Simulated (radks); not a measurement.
Problem. Neutral erbium: order these configurations by energy. Calculated with a radial shooting solver on a logarithmic mesh with Libxc functionals: scalar-relativistic Kohn-Sham, PBE, spin-polarised, spherical densities, finite nucleus; Fermi nuclear charge, rms radius of each element as measured or else 0.836 A^(1/3) + 0.57 fm. Open shells are filled with parallel spins first. [Xe] 4f11 5d1 6s2; [Xe] 4f11 6s2 6p1; [Xe] 4f12 5d1 6s1; [Xe] 4f12 6s1 6p1; [Xe] 4f12 6s2.

Solution. From the lowest, in eV above it: [Xe] 4f12 6s2 0.000; [Xe] 4f12 6s1 6p1 2.272; [Xe] 4f12 5d1 6s1 2.400; [Xe] 4f11 5d1 6s2 3.505; [Xe] 4f11 6s2 6p1 4.912.
